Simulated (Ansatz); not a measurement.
`[BH2][GeH]([CH3])[NH2]`, charge 0, multiplicity 1.

(1) Give a relaxed structure at PBE0-D4/def2-TZVP (Ansatz). (Estimate.)

Answers

(1) Ansatz gave: 
Z-matrix (Å, degrees):
```
Ge
C 1 1.972
N 1 1.851 2 113.2
B 1 2.057 2 109.8 3 -122.3
H 1 1.546 2 107.2 3 115.4
H 2 1.092 1 110.7 3 -176.3
H 2 1.091 1 110.8 3 63.0
H 2 1.091 1 109.5 3 -56.6
H 3 1.011 1 114.9 2 55.2
H 3 1.011 1 114.0 2 -70.6
H 4 1.196 1 121.8 2 109.2
H 4 1.196 1 120.5 2 -68.5
```
This is one stationary point; other conformers may exist.
